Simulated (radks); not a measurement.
The numbers below are computed, except where a source is named.
Task: Neutral cobalt: order these configurations by energy. Code: a radial shooting solver on a logarithmic mesh with Libxc functionals. Model: non-relativistic Kohn-Sham, PBE, spin-polarised, spherical densities, point nucleus. Open shells are filled with parallel spins first. [Ar] 3d6 4s2 4p1; [Ar] 3d7 4s1 4p1; [Ar] 3d7 4s2; [Ar] 3d8 4p1; [Ar] 3d8 4s1; [Ar] 3d9.

Result: From the lowest, in eV above it: [Ar] 3d8 4s1 0.000; [Ar] 3d7 4s2 0.652; [Ar] 3d9 1.942; [Ar] 3d7 4s1 4p1 3.705; [Ar] 3d8 4p1 3.737; [Ar] 3d6 4s2 4p1 8.200.
